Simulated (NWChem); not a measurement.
Molecule: C2H8Si2; SMILES C=C([SiH3])[SiH3]

Computed with NWChem. Structure relaxed at the PBE0/def2-SVP level.

For level PW6B95/def2-SVP:

```yaml
highest occupied level (eV): -8.13
orbital gap (eV): 7.45
```

Question: Estimate the same quantities for level CAM-B3LYP/def2-SVP.

Answer: 
| Item | Value |
|---|---|
| highest occupied level (eV) | -9.32 |
| orbital gap (eV) | 9.81 |
